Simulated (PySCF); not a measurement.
## Stationary points of IO₂⁺

These are results of PySCF, PBE0, basis I def2-TZVP with ECP28, O def2-TZVP (scalar-relativistic core potentials, no spin–orbit coupling, density fitting), not measurements.

Relaxations began from a few typed shapes. The search is not exhaustive: other isomers or separated fragments can lie lower, and high-lying points may rest on an excited occupation.

(1) Which is the lowest minimum found?
A. singlet C2v: I–O 1.743 Å (×2); O–I–O 110.1°
B. singlet D∞h: I–O 1.806 Å (×2); O–I–O 180.0°

Results:

(1) A. The others lie at 246.6 (singlet D∞h, a saddle point) kJ/mol above it.

Counting electrons, iodine keeps 2 of its valence electrons outside its bonds, so the VSEPR class is AX2E1 and the expected shape is bent (C2v), as computed.
